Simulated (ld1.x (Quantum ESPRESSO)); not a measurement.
## ruthenium: excitation energies, all-electron against TM semilocal

ld1.x (Quantum ESPRESSO) 7.5 input, shortened:

```
&input
   title='Ru', zed=44., rel=1, dft='WC', iswitch=3,
   config='[Kr] 4d6 5s0 5p0'
 /
 &inputp
   pseudotype=1, tm=.true., lloc=1,
   nlcc=.true., rcore=1.05
 /
3
4S  1  0   2.00   0.00  1.25  1.25  0.0
4D  3  2   6.00   0.00  2.15  2.15  0.0
4P  2  1   6.00   0.00  1.70  1.70  0.0
 &test
   configts(1)='4s2 4p6 4d6 5s0 5p0'
 /
```

Energies are relative to the spin-unpolarised reference configuration 4s2 4p6 4d6 5s0 5p0; without spin polarisation the order of configurations can differ from experiment.

(1) Give the all-electron excitation energy and the error of the potential for: 4s2 4p6 4d7 5s1 5p0; 4s2 4p6 4d7 5s0 5p0; 4s2 4p6 4d5 5s0 5p0; 4s2 4p6 4d4 5s0 5p0; 4s2 4p6 4d6 5s2 5p0; 4s2 4p6 4d6 5s1 5p1; 4s2 4p6 4d7 5s0 5p1.

Levels in the configuration 4s2 4p6 4d6 5s2 5p0:

```csv
level,all-electron (eV),pseudo (eV)
4s,-79.672,-79.369
4p,-49.566,-49.284
4d,-7.668,-7.453
5s,-5.237,-5.345
```

## Answers

(1)

```
valence configuration  charge  ΔE all-electron (eV)  error AE − PS (meV)
  4s2 4p6 4d7 5s1 5p0       0               -25.473                 +171
  4s2 4p6 4d7 5s0 5p0      +1               -18.188                 -5.0
  4s2 4p6 4d5 5s0 5p0      +3                30.620                 +0.5
  4s2 4p6 4d4 5s0 5p0      +4                75.126                  +38
  4s2 4p6 4d6 5s2 5p0       0               -23.807                 +443
  4s2 4p6 4d6 5s1 5p1       0               -19.766                 +355
  4s2 4p6 4d7 5s0 5p1       0               -21.913                  +71
```
